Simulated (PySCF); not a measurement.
The isolated species `ClB(Cl)Cl` is ionised with Al Kα (hν = 1486.6 eV). Calculated photoelectron kinetic energies of its computed core levels, recoil neglected:

```json
{"line": "1", "kinetic energy (eV)": "1286.93"}
{"line": "2", "kinetic energy (eV)": "1279.69"}
{"line": "3", "kinetic energy (eV)": "1278.03"}
```

The calculation used delta-SCF UKS SCAN, pcX-3 on the ionised atom, pcseg-2 elsewhere, spin-free X2C in PySCF 2.14.0.

Convert to binding energies and name the level and atom behind each line. Numbering: `[Cl:1][B:2]([Cl:3])[Cl:4]`.

Against the vacuum level, binding energy = hν − kinetic energy.

```csv
line,binding energy (eV),level,atoms,environment
1,199.67,B 1s,B2,three-coordinate boron
2,206.91,Cl 2p3/2,Cl1/Cl3/Cl4,chlorine bonded to B
3,208.57,Cl 2p1/2,Cl1/Cl3/Cl4,chlorine bonded to B
```

Out of reach at this photon energy: Cl 1s (2829.6 eV).

Where does line 2 move with hν = 1253.6 eV?

To 1253.6 − 206.91 = 1046.69 eV; every photoline shifts by the change in photon energy, -233.0 eV.

Which photon wavelength matches the Cl 2p3/2 of Cl1/Cl3/Cl4 threshold?

λ = hc/E = 12398.42 eV Å / 206.91 eV = 59.922 Å.

Other core shells, valence and Auger electrons aren't listed. Atoms equivalent by their bonding share one computed value, that of the first of them. The 2p values add to the ΔSCF energy of one spin-free hole a correction within the shell (spin–orbit coupling, ligand field). 2p1/2 minus 2p3/2 (ligand field included): Cl 1.66 eV. Isolated species at its PBE0-D3(BJ)/def2-TZVP geometry, gas phase.

Hardware: an Intel Xeon at 2.50 GHz with 2 threads, shared host with 64 logical CPUs at a one-minute load of 64. Cost: 45 s wall, 75 s CPU, 0.71 GiB resident at most.
